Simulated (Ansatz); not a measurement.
Abridged output of a molecular run in Ansatz:

```
Functional definition: HF
1310 factors; integrals over basis functions are off by at most 1.4e-3 eV
mean field evaluation 1: about -85074.3371 eV, gradient 1.9e1 eV
mean field evaluation 2: about -85074.6081 eV, gradient 1.9e1 eV
mean field evaluation 4: about -85076.4789 eV, gradient 4.9e0 eV
mean field evaluation 8: about -85076.5661 eV, gradient 4.9e-1 eV
mean field evaluation 16: about -85076.5682 eV, gradient 1.6e-6 eV
mean field -85076.56822872 eV, -3126.5062154364 hartree, gradient 1.6e-6 eV, S^2 0.000000; 0 other end points of the search recorded, 0 dependent functions left out; unrestricted orbitals would lower it
20 core orbitals not correlated: weight in the atoms' cores, before any rotation towards them, 1.000 or more for the frozen orbitals, at most 0.000 for the correlated occupied ones
reference -85076.56822872 eV, -3126.5062154364 hartree; 17, 17 occupied and 182, 182 virtual orbitals, 1310 factors
second order -20.03204917 eV of doubles, -0.00000000 eV of singles
cycle   1  -20.22628052 eV  change   -1.9e-1 eV  update   1.3e-1
cycle   2  -20.88954812 eV  change   -6.6e-1 eV  update   4.4e-2
cycle   3  -21.05983114 eV  change   -1.7e-1 eV  update   2.6e-2
cycle   4  -21.04340661 eV  change    1.6e-2 eV  update   8.4e-3
cycle   5  -21.03931861 eV  change    4.1e-3 eV  update   4.8e-3
cycle   6  -21.04084171 eV  change   -1.5e-3 eV  update   1.5e-3
cycle   7  -21.04036273 eV  change    4.8e-4 eV  update   8.2e-4
cycle   8  -21.04050283 eV  change   -1.4e-4 eV  update   3.2e-4
cycle   9  -21.04069058 eV  change   -1.9e-4 eV  update   1.5e-4
cycle  10  -21.04061984 eV  change    7.1e-5 eV  update   5.5e-5
cycle  11  -21.04064122 eV  change   -2.1e-5 eV  update   2.6e-5
cycle  12  -21.04065636 eV  change   -1.5e-5 eV  update   7.2e-6
perturbative correction -1.04246368 eV, -0.0383098337 hartree
Total energy: -85098.65134876 eV, -3127.3177551294 hartree
```

Its atoms:

Cartesian coordinates in Å:
```
Si 0.152 -0.789 0.588
C 0.101 0.391 -0.878
S -0.586 1.954 -0.752
Se 0.794 -0.196 -2.406
H 1.562 -1.152 0.858
H -0.431 -0.125 1.789
H -0.647 -1.991 0.254
H -0.947 1.907 0.547
```

(1) Which basis set was used?
A. def2-SVPD
B. def2-SVP
C. cc-pV(D+d)Z
D. def2-TZVPP

(2) Write the keys of the input that set method, charge and spin (a neutral closed shell needs none for the last two).

## Answers

(1) D. It gives 219 functions.

(2) 
```yaml
correlation: {method: ccsd_t}
```
